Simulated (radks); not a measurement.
The numbers below are computed, except where a source is named.
All-electron atom: Al VIII in 1s1 2s2 2p3 (not the ground configuration). Level of theory: scalar-relativistic Kohn-Sham, PBEsol, spin-polarised, spherical densities, finite nucleus; open shells are filled with parallel spins first; Fermi nuclear charge, rms radius 3.061 fm (a radial shooting solver on a logarithmic mesh with Libxc functionals).

Unscreened Slater integrals over Kohn-Sham orbitals (eV). They are taken over the spin-up orbitals.

integral    value
F0(2p,2p)  53.637
F2(2p,2p)  25.348
F0(2p,2s)  49.325
G1(2p,2s)  28.417
F0(2p,1s)  73.493
G1(2p,1s)  12.476
F0(2s,2s)  46.547
F0(2s,1s)  65.314
G0(2s,1s)  5.9505
F0(1s,1s)  218.85

Derived for the open shells (J is the average intra-shell exchange parameter used in DFT+U). 2p: J = F2/5 = 5.070 eV.
